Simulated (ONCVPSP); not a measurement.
# PBEsol ONCV dataset for osmium (Os), fully relativistic all-electron reference.

The input file (ONCVPSP 4.0.1):

```
# ATOM AND REFERENCE CONFIGURATION
# atsym  z   nc   nv     iexc    psfile
  Os 76.00   12    3  -116133      upf
#
#   n    l    f
    1    0    2.00
    2    0    2.00
    2    1    6.00
    3    0    2.00
    3    1    6.00
    3    2   10.00
    4    0    2.00
    4    1    6.00
    4    2   10.00
    4    3   14.00
    5    0    2.00
    5    1    6.00
    5    2    6.00
    6    0    1.50
    6    1    0.50
#
# PSEUDOPOTENTIAL AND OPTIMIZATION
# lmax
    2
#
#   l,   rc,      ep,       ncon, nbas, qcut
    0    1.90    0.00    4    8    4.20
    1    3.25    0.00    3    7    2.80
    2    2.10    0.00    4    8    7.90
#
# LOCAL POTENTIAL
# lloc, lpopt,  rc(5),   dvloc0
    4    5    1.55    0.00
#
# VANDERBILT-KLEINMAN-BYLANDER PROJECTORs
# l, nproj, debl
    0    2    1.50
    1    2    0.80
    2    2    3.00
#
# MODEL CORE CHARGE
# icmod, fcfact, rcfact
    1    0.50    0.00
#
# LOG DERIVATIVE ANALYSIS
# epsh1, epsh2, depsh
   -2.00    5.00    0.02
#
# OUTPUT GRID
# rlmax, drl
    6.00    0.01
#
# TEST CONFIGURATIONS
# ncnf
    4
# nvcnf
#   n    l    f
    3
    5    2    6.00
    6    0    2.00
    6    1    0.00
#
    3
    5    2    6.00
    6    0    1.00
    6    1    0.00
#
    3
    5    2    6.00
    6    0    0.00
    6    1    0.00
#
    3
    5    2    6.00
    6    0    1.00
    6    1    1.00
#
```

Command:

```bash
oncvpspr.x < Os.dat > Os.out
```

The program printed (shortened: citation, most of the input echo, consistency checks and plot data are left out):

```
ONCVPSP  (Optimized Norm-Conservinng Vanderbilt PSeudopotential)
relativistic version 4.0.1

#   n    l    f        energy (Ha)
    1    0    2.00    -2.7100536D+03
    2    0    2.00    -4.7167131D+02
    2    1    6.00    -3.9531975D+02    -4.5156701D+02
    3    0    2.00    -1.0977321D+02
    3    1    6.00    -8.8524561D+01    -1.0078923D+02
    3    2   10.00    -7.0830572D+01    -7.3487665D+01
    4    0    2.00    -2.3179089D+01
    4    1    6.00    -1.6528060D+01    -1.9412308D+01
    4    2   10.00    -9.8171600D+00    -1.0351320D+01
    4    3   14.00    -1.8943544D+00    -1.9974831D+00
    5    0    2.00    -3.3919298D+00
    5    1    6.00    -1.7784466D+00    -2.2298081D+00
    5    2    6.00    -2.4726356D-01    -2.8633543D-01
    6    0    1.50    -2.5094401D-01
    6    1    0.50    -5.6892372D-02    -7.9674384D-02

Reference configufation results
  iterations    30
  all-electron total energy (Ha)   -1.72767153D+04

Begin loop to  construct optimized pseudo wave functions
and semi-local pseudopoentials for all angular momenta

   Wellstate for l =  0  n =  7 kap= -1
     eigenvalue =   1.2491
     asymptotic potential =   1.7491
     half-point radius =  3.4753

Calculating optimized projector #   1

 for l=   0

    Fraction of norm inside rc  0.135261
    Optimizing pswf for qcut=   4.21 a_B^-1,  ecut=   8.85 Ha

optimize: ERROR ps0norm > uunorm, code will stop
```

The run stopped because the continuity conditions at rc already need more norm inside rc than the all-electron wave has, so norm conservation cannot be met.

The run took about 0.31 s on one core of a shared server CPU.
